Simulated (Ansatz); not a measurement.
Program: Ansatz. Geometries: PBE0-D4/def2-TZVP. ΔE: electronic, gas phase. CBS: MP2 limit from def2 TZ/QZ plus the TZ coupled-cluster correction, frozen cores. Functionals use def2-TZVPP. Each species was taken in one conformer, which may not be the lowest.

Reaction (cleavage of the Si–Si bond): `[SiH3][SiH2]O[SiH2]S` + `O[BH][AlH2]` → `[AlH2][BH]O[SiH3]` + `[SiH3]O[SiH2]S`

| level | ΔE (kJ/mol) | difference from CCSD(T)/CBS |
| --- | --- | --- |
| PBE-D4 | -56.6 | 29.0 |
| PBE0-D4 | -65.0 | 20.6 |
| B2PLYP | -91.6 | -6.0 |
| PBE | -60.0 | 25.6 |
| r2SCAN | -77.8 | 7.8 |
| PBE0 | -68.4 | 17.2 |
| MP2/def2-TZVPP | -93.6 | -8.0 |
| CCSD(T)/def2-TZVPP | -85.6 | 0.0 |
| SCS-MP2/def2-QZVPP | -99.5 | -13.9 |
| MP2/CBS(def2) | -93.6 | -8.0 |
| CCSD(T)/CBS | -85.6 | 0 |

Largest T1 diagnostic among the species: 0.014.

From PBE to PBE0 (25 % exact exchange), in def2-TZVPP and without D4, ΔE moves by −8.4 kJ/mol. In def2-TZVPP, CCSD(T) changes the Hartree–Fock value by +29.5 kJ/mol (the triples alone add +3.9 kJ/mol) and MP2 by +21.5 kJ/mol.
